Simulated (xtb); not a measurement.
propane (C3H8), singlet, from a rough starting geometry; GFN2-xTB (xtb 6.7.1).

The xtb input:
```
$ xtb mol.xyz --gfn 2 --opt vtight --json

# file mol.xyz
11

C     -0.02421935    -0.00230794     0.62485099
C      0.00917238     1.24670404    -0.23851131
C     -0.02256660    -1.22643629    -0.24927492
H     -0.89588397    -0.04915662     1.29641999
H      0.87149894     0.02128741     1.31547560
H      0.00104581     2.11848686     0.42545309
H      0.00293289    -2.20489278     0.35320495
H      0.88432331     1.34795755    -0.86731926
H     -0.91286368     1.35060354    -0.86455805
H     -0.89579027    -1.22771946    -0.87427863
H      0.87767946    -1.31643998    -0.89617016
```

Output, abridged:

```
   ID    Z sym.   atoms
    1    6 C      1-3
    2    1 H      4-11

           -------------------------------------------------
          |                Calculation Setup                |
           -------------------------------------------------

           -------------------------------------------------
          |                 G F N 2 - x T B                 |
           -------------------------------------------------

          ...................................................
          :                      SETUP                      :
          :.................................................:
          :  # basis functions                  20          :
          :  # atomic orbitals                  20          :
          :  # shells                           14          :
          :  # electrons                        20          :
          :  max. iterations                   250          :
          :  Hamiltonian                  GFN2-xTB          :
          :  restarted?                      false          :
          :  GBSA solvation                  false          :
          :  PC potential                    false          :
          :  electronic temp.          300.0000000     K    :
          :  accuracy                    1.0000000          :
          :  -> integral cutoff          0.2500000E+02      :
          :  -> integral neglect         0.1000000E-07      :
          :  -> SCF convergence          0.1000000E-05 Eh   :
          :  -> wf. convergence          0.1000000E-03 e    :
          :  Broyden damping             0.4000000          :
          :  net charge                          0          :
          :  unpaired electrons                  0          :
          ...................................................

 iter      E             dE          RMSdq      gap      omega  full diag
   1    -10.6074716 -0.106075E+02  0.266E+00   14.09       0.0  T
   2    -10.6438798 -0.364082E-01  0.138E+00   13.93       1.0  T
   3    -10.6441840 -0.304192E-03  0.752E-01   13.85       1.0  T
   4    -10.6442851 -0.101060E-03  0.101E-01   13.79       1.0  T
   5    -10.6442952 -0.101814E-04  0.569E-02   13.79       1.0  T
   6    -10.6442956 -0.359631E-06  0.345E-03   13.79       8.7  T
   7    -10.6442956 -0.110467E-07  0.126E-03   13.79      23.8  T
   8    -10.6442956 -0.139471E-08  0.200E-04   13.79     150.7  T
   9    -10.6442956 -0.686917E-11  0.884E-05   13.79     341.2  T

   *** convergence criteria satisfied after 9 iterations ***

         :::::::::::::::::::::::::::::::::::::::::::::::::::::
         ::                     SUMMARY                     ::
         :::::::::::::::::::::::::::::::::::::::::::::::::::::
         :: total energy             -10.494381957976 Eh    ::
         :: gradient norm              0.075236893344 Eh/a0 ::
         :: HOMO-LUMO gap             13.790617982284 eV    ::
         ::.................................................::
         :: SCC energy               -10.644294119323 Eh    ::
         :: -> isotropic ES            0.002162225416 Eh    ::
         :: -> anisotropic ES          0.004442547577 Eh    ::
         :: -> anisotropic XC          0.007744147797 Eh    ::
         :: -> dispersion             -0.003967567461 Eh    ::
         :: repulsion energy           0.149912161347 Eh    ::
         :: add. restraining           0.000000000000 Eh    ::
         :: total charge              -0.000000000000 e     ::
         :::::::::::::::::::::::::::::::::::::::::::::::::::::

      -----------------------------------------------------------
     |                   =====================                   |
     |                        A N C O P T                        |
     |                   =====================                   |
     |               Approximate Normal Coordinate               |
     |                Rational Function Optimizer                |
[...]
 * total energy  :   -10.4943820 Eh     change       -0.1371347E-11 Eh
 * total energy  :   -10.5002408 Eh     change       -0.5858882E-02 Eh
 * total energy  :   -10.5008002 Eh     change       -0.5593411E-03 Eh
 * total energy  :   -10.5008257 Eh     change       -0.2555746E-04 Eh
 * total energy  :   -10.5008276 Eh     change       -0.1866338E-05 Eh
 * total energy  :   -10.5008280 Eh     change       -0.3468918E-06 Eh
 * total energy  :   -10.5008281 Eh     change       -0.1065730E-06 Eh
 * total energy  :   -10.5008281 Eh     change       -0.6596401E-07 Eh
   *** GEOMETRY OPTIMIZATION CONVERGED AFTER 8 ITERATIONS ***
         :: total energy             -10.500828124537 Eh    ::
[...]
         8        2.0000           -0.4372406             -11.8979
         9        2.0000           -0.4351332             -11.8406
        10        2.0000           -0.4239145             -11.5353 (HOMO)
        11                          0.1120584               3.0493 (LUMO)
        12                          0.1369087               3.7255
        13                          0.1420733               3.8660
        14                          0.1614470               4.3932
        15                          0.1723113               4.6888
        16                          0.2033048               5.5322
        17                          0.2316078               6.3024
        18                          0.2599620               7.0739
        19                          0.2689924               7.3197
        20                          0.3020412               8.2190
      -------------------------------------------------------------
                  HL-Gap            0.5359729 Eh           14.5846 eV
             Fermi-level           -0.1559281 Eh           -4.2430 eV

     #   Z          covCN         q      C6AA      α(0)
     1   6 C        3.799    -0.047    21.424     6.590
     2   6 C        3.752    -0.102    22.510     6.766
     3   6 C        3.752    -0.102    22.510     6.766
     4   1 H        0.924     0.028     2.619     2.531
     5   1 H        0.924     0.028     2.619     2.531
     6   1 H        0.925     0.031     2.575     2.509
     7   1 H        0.925     0.031     2.575     2.509
     8   1 H        0.925     0.034     2.536     2.490
     9   1 H        0.925     0.034     2.536     2.490
    10   1 H        0.925     0.034     2.536     2.490
    11   1 H        0.925     0.034     2.536     2.490

 Mol. C6AA /au·bohr⁶  :        723.110188
 Mol. C8AA /au·bohr⁸  :      14472.851562
 Mol. α(0) /au        :         40.162903

Wiberg/Mayer (AO) data.
largest (>0.10) Wiberg bond orders for each atom

 ---------------------------------------------------------------------------
     #   Z sym  total        # sym  WBO       # sym  WBO       # sym  WBO
 ---------------------------------------------------------------------------
     1   6 C    3.998 --     3 C    1.020     2 C    1.020     4 H    0.980
                             5 H    0.980
     2   6 C    3.997 --     1 C    1.020     9 H    0.988     8 H    0.988
                             6 H    0.988
     3   6 C    3.997 --     1 C    1.020    11 H    0.988    10 H    0.988
                             7 H    0.988
     4   1 H    0.999 --     1 C    0.980
     5   1 H    0.999 --     1 C    0.980
     6   1 H    0.999 --     2 C    0.988
     7   1 H    0.999 --     3 C    0.988
     8   1 H    0.999 --     2 C    0.988
     9   1 H    0.999 --     2 C    0.988
    10   1 H    0.999 --     3 C    0.988
    11   1 H    0.999 --     3 C    0.988
 ---------------------------------------------------------------------------

Topologies differ in total number of bonds
Writing topology from bond orders to xtbtopo.mol

molecular dipole:
                 x           y           z       tot (Debye)
 q only:        0.000       0.000      -0.008
   full:       -0.000       0.000      -0.008       0.022
molecular quadrupole (traceless):
                xx          xy          yy          xz          yz          zz
 q only:       -0.105       0.000       0.086       0.000       0.001       0.019
  q+dip:        0.650      -0.002      -0.675      -0.000      -0.012       0.024
   full:        0.292      -0.001      -0.302       0.000      -0.005       0.009

optimized geometry written to: xtbopt.xyz

           -------------------------------------------------
          | TOTAL ENERGY              -10.500828124537 Eh   |
          | GRADIENT NORM               0.000052320994 Eh/α |
          | HOMO-LUMO GAP              14.584564641521 eV   |
           -------------------------------------------------
```
